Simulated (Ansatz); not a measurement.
A structure relaxed at PBE0-D4/def2-TZVP, charge 0, multiplicity 2:

```xyz
6

N    -1.3282   -0.3486    0.0969
Si    0.3193    0.0292   -0.2613
F     0.6973    1.5478    0.0207
Cl    1.4443   -1.1560    0.9534
H    -1.7498    0.1809    0.8620
H     0.6171   -0.2533   -1.6718
```

Q: Give its formula and SMILES.

A: ClFH2NSi, `[NH][SiH](F)Cl`.

Q: Summarise the bond lengths by kind.

A: 1 × N–Si 1.728 Å; 1 × H–N 1.022 Å; 1 × F–Si 1.590 Å; 1 × Cl–Si 2.036 Å; 1 × H–Si 1.469 Å.

Results of the Gaussian-basis code of Ansatz.
